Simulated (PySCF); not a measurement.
# Ionisation energy of Ga⁺ by level of theory

Ga⁺ [Ar] 3d10 4s2 (1S) → Ga²⁺ [Ar] 3d10 4s1 (2S), as a difference of total energies. Computed with PySCF 2.14 in ANO-RCC-VTZP, with scalar relativity by spin-free X2C-1e. Correlated levels: valence: [Ar] 3d10 frozen. The calculations carry no spin-orbit coupling.

```tsv
method	ionisation energy (eV)
UHF	18.771
MP2 (valence)	19.441
SCS-MP2 (valence)	19.575
CCSD (valence)	19.765
```

Errors of the correlated levels include the incompleteness of this basis and the frozen core.

With two correlated electrons CCSD is exact in that space.

Q: Which method comes closest to the reference value, and which is furthest?

A: The reference is 20.515 eV (measured; NIST Atomic Spectra Database, ionization energies). Closest: CCSD (valence) (error -0.750 eV); furthest: UHF (error -1.744 eV).
